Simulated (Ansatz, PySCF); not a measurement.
C3H9NSe, SMILES CC(C)[Se]N. Atoms are numbered in the order given.

```xyz
14

Se    -0.6884    -0.2083     0.4835
C      0.9059    -0.4668    -0.6606
C      1.8654    -1.3507     0.1181
C      1.5174     0.8565    -1.0736
H      0.5514    -1.0094    -1.5530
H      2.7577    -1.5766    -0.4878
H      2.2059    -0.8502     1.0392
H      1.4014    -2.3085     0.4006
H      0.7854     1.4913    -1.5965
H      2.3649     0.6975    -1.7616
H      1.8849     1.4114    -0.1958
N     -1.7513     0.8922    -0.5248
H     -2.0176     0.4764    -1.4140
H     -1.3389     1.8095    -0.6755
```
Charge 0, spin multiplicity 1.

Geometry: PBE0-D3(BJ)/def2-SVP. The values are those of a single conformer.

Two levels are set side by side: PBE-D3(BJ)/def2-SVP (Ansatz, a first-principles code) and PBE0-D3(BJ)/def2-SVP (Ansatz). Each level has its own optimised geometry; the coordinates shown are those of the second. Frequencies come from the Hessian of PySCF at each geometry. Differences are taken from unrounded values.

```csv
quantity,PBE0-D3(BJ)
mean bond length (Å),1.276
bond Se1–C2 (Å),1.979
bond Se1–N12 (Å),1.832
bond C2–C3 (Å),1.519
bond C2–C4 (Å),1.515
bond C2–H5 (Å),1.103
bond C3–H6 (Å),1.102
bond C3–H7 (Å),1.102
bond C3–H8 (Å),1.101
bond C4–H9 (Å),1.101
bond C4–H10 (Å),1.103
bond C4–H11 (Å),1.102
bond N12–H13 (Å),1.017
bond N12–H14 (Å),1.017
highest harmonic wavenumber (cm⁻¹),3660
mean harmonic wavenumber (cm⁻¹),1469
zero-point energy (kcal/mol),75.61
```

Problem. What does PBE-D3(BJ) give, and how far is it from PBE0-D3(BJ)? (The exact figures need the calculation; the answer reports its results.)

Solution. 
```json
[
 {"quantity": "mean bond length (Å)", "PBE-D3(BJ)": "1.288", "PBE-D3(BJ) minus PBE0-D3(BJ)": "0.012"},
 {"quantity": "bond Se1–C2 (Å)", "PBE-D3(BJ)": "2.009", "PBE-D3(BJ) minus PBE0-D3(BJ)": "0.030"},
 {"quantity": "bond Se1–N12 (Å)", "PBE-D3(BJ)": "1.860", "PBE-D3(BJ) minus PBE0-D3(BJ)": "0.027"},
 {"quantity": "bond C2–C3 (Å)", "PBE-D3(BJ)": "1.527", "PBE-D3(BJ) minus PBE0-D3(BJ)": "0.007"},
 {"quantity": "bond C2–C4 (Å)", "PBE-D3(BJ)": "1.522", "PBE-D3(BJ) minus PBE0-D3(BJ)": "0.007"},
 {"quantity": "bond C2–H5 (Å)", "PBE-D3(BJ)": "1.111", "PBE-D3(BJ) minus PBE0-D3(BJ)": "0.008"},
 {"quantity": "bond C3–H6 (Å)", "PBE-D3(BJ)": "1.110", "PBE-D3(BJ) minus PBE0-D3(BJ)": "0.009"},
 {"quantity": "bond C3–H7 (Å)", "PBE-D3(BJ)": "1.110", "PBE-D3(BJ) minus PBE0-D3(BJ)": "0.008"},
 {"quantity": "bond C3–H8 (Å)", "PBE-D3(BJ)": "1.109", "PBE-D3(BJ) minus PBE0-D3(BJ)": "0.008"},
 {"quantity": "bond C4–H9 (Å)", "PBE-D3(BJ)": "1.110", "PBE-D3(BJ) minus PBE0-D3(BJ)": "0.009"},
 {"quantity": "bond C4–H10 (Å)", "PBE-D3(BJ)": "1.112", "PBE-D3(BJ) minus PBE0-D3(BJ)": "0.008"},
 {"quantity": "bond C4–H11 (Å)", "PBE-D3(BJ)": "1.110", "PBE-D3(BJ) minus PBE0-D3(BJ)": "0.008"},
 {"quantity": "bond N12–H13 (Å)", "PBE-D3(BJ)": "1.028", "PBE-D3(BJ) minus PBE0-D3(BJ)": "0.011"},
 {"quantity": "bond N12–H14 (Å)", "PBE-D3(BJ)": "1.028", "PBE-D3(BJ) minus PBE0-D3(BJ)": "0.011"},
 {"quantity": "highest harmonic wavenumber (cm⁻¹)", "PBE-D3(BJ)": "3511", "PBE-D3(BJ) minus PBE0-D3(BJ)": "-149"},
 {"quantity": "mean harmonic wavenumber (cm⁻¹)", "PBE-D3(BJ)": "1420", "PBE-D3(BJ) minus PBE0-D3(BJ)": "-50"},
 {"quantity": "zero-point energy (kcal/mol)", "PBE-D3(BJ)": "73.06", "PBE-D3(BJ) minus PBE0-D3(BJ)": "-2.55"}
]
```

GGA bonds tend to be longer and softer than those of functionals with exact exchange. Differences between two approximate levels are no errors against the true value.
